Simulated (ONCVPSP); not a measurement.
iodine, ONCV: configuration errors across variants

iodine (I), optimised norm-conserving Vanderbilt (ONCV), made with ONCVPSP 4.0.1 (PBE, scalar-relativistic). Core [Kr] 4d10, reference 5s2 5p5. Waves: 5s: rc 1.55 bohr, ncon 4, nbas 8, qcut 3.3 1/bohr, 2 projectors, debl 0.9 Ha; 5p: rc 1.75 bohr, ncon 4, nbas 7, qcut 5.3 1/bohr, 2 projectors, debl 3.7 Ha. Local part: polynomial inside 1.15 bohr (lpopt 5, dvloc0 4 Ha). Core correction: Teter function fitted to the true core (icmod 2), fcfact 0.35.

All-electron excitation energies from the reference (eV): (1) 5s2 5p4 11.131; (2) 5s2 5p3 30.978; (3) 5s2 5p2 60.307; (4) 5s1 5p6 10.415.

1 further variants failed, have other tests or too few solved ones, and are left out.

A true bound ghost makes a file unfit for plane-wave use even where its test errors are small: the radial tests pick states by their node count and pass the ghost by.

Errors AE − PS in meV (a dash: test not solved or not reliable):

```tsv
change	(1)	(2)	(3)	(4)	bound ghosts	GHOST(+) flags above zero
base	-2.7	-11	-36	-9.6	s	p
local potential polynomial inside 1.15 bohr (lpopt 5, dvloc0 -2 Ha)	-2.4	-9.2	-32	-9.5	s	p
local potential polynomial inside 1.15 bohr (lpopt 5, dvloc0 -1.5 Ha)	-2.4	-9.5	-33	-9.5	s	p
local potential polynomial inside 1.15 bohr (lpopt 5, dvloc0 0.5 Ha)	-2.6	-10	-35	-9.6	s	p
local potential polynomial inside 1.15 bohr (lpopt 5, dvloc0 1.5 Ha)	-2.6	-10	-35	-9.6	s	p
local potential polynomial inside 1.15 bohr (lpopt 5, dvloc0 2.5 Ha)	-2.7	-11	-35	-9.6	s	p
local potential polynomial inside 1.15 bohr (lpopt 5, dvloc0 6.5 Ha)	-2.7	-11	-35	-9.6	s	p
local potential polynomial inside 1.15 bohr (lpopt 5, dvloc0 7.5 Ha)	-2.7	-11	-36	-9.6	none	s, p
```

**Question.** Give the same row for: local potential polynomial inside 1.15 bohr (lpopt 5, dvloc0 9 Ha).

**Answer.** -2.8, -11, -36, -9.6; bound ghosts: none; GHOST(+) flags above zero: s, p.
